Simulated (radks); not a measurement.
The numbers below are computed, except where a source is named.
Isoelectronic series with 67 electrons, each ion in its NIST ground configuration. Level of theory: scalar-relativistic Kohn-Sham, PBE, spin-polarised, spherical densities, point nucleus; open shells are filled with parallel spins first (spin-orbit coupling, left out, can overturn this in heavy ions) (a radial shooting solver on a logarithmic mesh with Libxc functionals). Total energies (hartree) and orbital eigenvalues (eV) (* marks an orbital that is empty in some or all of the ions):

ion             configuration  E (hartree)    4f down   6s down*     6s up*      4f up
Ho              [Xe] 4f11 6s2  -12616.4094    -1.9280    -3.7516    -3.8302    -4.1554
Er+             [Xe] 4f12 6s1  -13086.1702    -8.8511    -8.4645    -9.4244   -10.3958
Tm2+                [Xe] 4f13  -13566.7945   -17.1595   -15.0449   -15.0879   -17.9252
Yb3+                [Xe] 4f13  -14058.1453   -35.5711   -24.2152   -24.2720   -36.3937
Lu4+                [Xe] 4f13  -14560.1437   -57.1089   -34.7306   -34.7962   -57.9864
Hf5+                [Xe] 4f13  -15072.8409   -81.3295   -46.4401   -46.5135   -82.2593
Ta6+                [Xe] 4f13  -15596.3024  -107.9990   -59.2695   -59.3505  -108.9794
W7+                 [Xe] 4f13  -16130.6037  -136.9670   -73.1735   -73.2617  -137.9963
Re8+   [Kr] 4d10 4f14 5s2 5p5  -16676.0308  -159.9480   -87.1130   -87.6147  -160.2819
Os9+   [Kr] 4d10 4f14 5s2 5p5  -17232.5653  -192.4649  -102.9539  -103.4880  -192.8041
Ir10+  [Kr] 4d10 4f14 5s2 5p5  -17800.2353  -227.0652  -119.8025  -120.3678  -227.4102
Pt11+  [Kr] 4d10 4f14 5s2 5p5  -18379.1418  -263.6933  -137.6460  -138.2413  -264.0444
Au12+  [Kr] 4d10 4f14 5s2 5p5  -18969.3917  -302.3044  -156.4745  -157.0991  -302.6618

4f down drops below 6s down between Ho and Er+.
